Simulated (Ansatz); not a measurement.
C$_{2}$H$_{8}$CuNS (`C[S+](C)[Cu-][NH2]`). The species carries charge 0 and has multiplicity 1.

Cartesian coordinates in Å:
```
C 1.875 0.385 0.384
S 0.563 -0.846 0.309
C 0.480 -1.117 -1.468
Cu -1.272 0.153 0.873
N -2.740 1.065 1.451
H 1.614 1.268 -0.199
H 1.987 0.665 1.431
H 2.807 -0.050 0.022
H 0.264 -0.188 -1.995
H -0.327 -1.827 -1.645
H 1.421 -1.544 -1.817
H -3.251 1.550 0.722
H -3.422 0.487 1.931
```

Q: What are the harmonic wavenumbers in cm⁻¹ at PBE0-D4/def2-TZVP (Ansatz, finite differences of forces, unscaled)? (Estimate.)

A: Ansatz gave: 79, 86, 112, 174, 187, 195, 198, 260, 302, 478, 624, 703, 705, 759, 913, 962, 995, 1050, 1337, 1360, 1451, 1463, 1463, 1471, 1549, 3063, 3066, 3156, 3161, 3173, 3174, 3512, 3597.

Q: Is this a minimum?

A: Yes, all 33 modes are real.

Q: Give the ideal-gas thermochemistry at 298.15 K and 1 bar (rigid rotor, harmonic oscillator; point group C1, symmetry number 1).

A: Zero-point energy 267.8 kJ/mol; H(298) − E = 294.5 kJ/mol; entropy 393.5 J/(mol·K), of which translation 170.6, rotation 116.3, vibration 106.5; G(298) − E = 177.1 kJ/mol. Modes under 100 cm⁻¹ are hindered rotations or soft bends, so the harmonic entropy is rough.

Q: And at 400, 500, 600, 800 and 1000 K?

A: 
| T (K) | H − E (kJ/mol) | S (J/mol/K) | G − E (kJ/mol) |
| --- | --- | --- | --- |
| 400 | 309.0 | 435.4 | 134.9 |
| 500 | 325.4 | 471.8 | 89.5 |
| 600 | 343.4 | 504.6 | 40.6 |
| 800 | 383.4 | 561.9 | -66.2 |
| 1000 | 427.5 | 611.1 | -183.6 |

Q: Rotational constants (cm⁻¹)?

A: 0.2019, 0.04708, 0.04183.
